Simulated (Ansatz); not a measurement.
S-phenylthianthrenium bistriflimide, `O=S(=O)([N-]S(=O)(=O)C(F)(F)F)C(F)(F)F.c1ccc([S+]2c3ccccc3Sc3ccccc32)cc1` was relaxed with PBE-D4 (def2-SVP) in Ansatz in these states: charge -1 doublet, neutral singlet. The geometries follow in no particular order.

Single mean-field runs in def2-SVP are fitted with def2-universal-jkfit.

A:

Cartesian coordinates in Å:
```
O -1.7017 -0.0922 2.5463
S -1.1188 1.2392 2.8198
O -0.8024 1.6390 4.2100
N 0.0977 1.4507 1.7465
S 0.9525 2.8309 1.6855
O 0.2050 4.0621 2.0351
O 1.7761 2.7959 0.4545
C 2.2502 2.6845 3.0739
F 2.7082 1.4200 3.1976
F 1.7500 3.0709 4.2521
F 3.2985 3.4779 2.7741
C -2.5062 2.4466 2.2813
F -3.6924 1.8358 2.4794
F -2.4857 3.5676 3.0116
F -2.4077 2.7641 0.9825
C 4.2366 -0.2803 -1.1848
C 3.2825 -0.5969 -2.1693
C 1.9430 -0.8222 -1.8326
C 1.5621 -0.7422 -0.4579
S -0.0794 -0.9833 0.0514
C -0.6001 -2.5626 -0.7559
C 0.3505 -3.5809 -0.9254
C -0.0587 -4.8936 -1.1938
C -1.4403 -5.2020 -1.2244
C -2.3898 -4.1951 -1.0433
C -1.9845 -2.8531 -0.8361
S -3.2558 -1.6331 -0.6524
C -2.4868 -0.1091 -1.1253
C -3.3197 0.9097 -1.6425
C -2.7714 2.1324 -2.0381
C -1.3868 2.3672 -1.9124
C -0.5591 1.3825 -1.3612
C -1.1062 0.1467 -0.9898
C 2.5131 -0.4044 0.5401
C 3.8354 -0.1781 0.1737
H 5.2831 -0.0922 -1.4694
H 3.5870 -0.6564 -3.2273
H 1.1903 -1.0525 -2.5997
H 1.4176 -3.3298 -0.8178
H 0.6925 -5.6799 -1.3635
H -1.7735 -6.2372 -1.3976
H -3.4661 -4.4286 -1.0829
H -4.3998 0.7186 -1.7446
H -3.4319 2.9169 -2.4392
H -0.9536 3.3350 -2.2058
H 0.5012 1.5923 -1.1520
H 2.1832 -0.2894 1.5809
H 4.5623 0.1089 0.9489
```

B:

Cartesian coordinates in Å:
```
O -2.135 -1.429 -1.664
S -2.400 -2.125 -0.382
O -2.766 -3.552 -0.354
N -1.128 -1.731 0.594
S -1.090 -2.182 2.166
O -2.412 -2.241 2.823
O 0.030 -1.436 2.794
C -0.480 -3.985 2.176
F 0.499 -4.169 1.260
F -1.476 -4.827 1.916
F 0.026 -4.254 3.389
C -3.934 -1.202 0.311
F -4.653 -0.775 -0.740
F -4.683 -2.012 1.053
F -3.570 -0.131 1.037
C 3.694 -0.847 2.016
C 3.328 0.490 1.777
C 2.296 0.790 0.880
C 1.645 -0.276 0.234
S 0.295 -0.024 -0.914
C 1.075 1.062 -2.151
C 2.457 1.042 -2.394
C 2.970 1.741 -3.496
C 2.106 2.455 -4.341
C 0.729 2.489 -4.083
C 0.198 1.782 -2.986
S -1.559 1.796 -2.722
C -1.619 1.928 -0.950
C -2.558 2.798 -0.363
C -2.638 2.905 1.030
C -1.780 2.159 1.853
C -0.844 1.281 1.290
C -0.780 1.180 -0.105
C 1.996 -1.613 0.457
C 3.033 -1.893 1.357
H 4.496 -1.071 2.735
H 3.845 1.308 2.301
H 1.998 1.831 0.687
H 3.126 0.468 -1.737
H 4.051 1.720 -3.695
H 2.508 3.005 -5.205
H 0.051 3.072 -4.723
H -3.214 3.395 -1.014
H -3.380 3.583 1.478
H -1.857 2.227 2.947
H -0.231 0.628 1.929
H 1.434 -2.419 -0.031
H 3.301 -2.940 1.560
```

Task: Judge from the bond lengths which geometry belongs to which state (an estimate).

Result: A is the charge -1 doublet (C19–S20 1.735 Å, S20–C33 1.848 Å, S20–C21 1.849 Å); B is the neutral singlet (C19–S20 1.790 Å, S20–C33 1.805 Å, S20–C21 1.822 Å).

At PBE-D4/def2-SVP the highest occupied level of the relaxed charge -1 doublet lies above zero (up to 0.32 eV). By energy differences its removal costs 1.25 eV (each at its own geometry, to the charge 0 singlet, at PBE-D4/def2-SVP); self-interaction error and the lack of diffuse functions both raise the level.
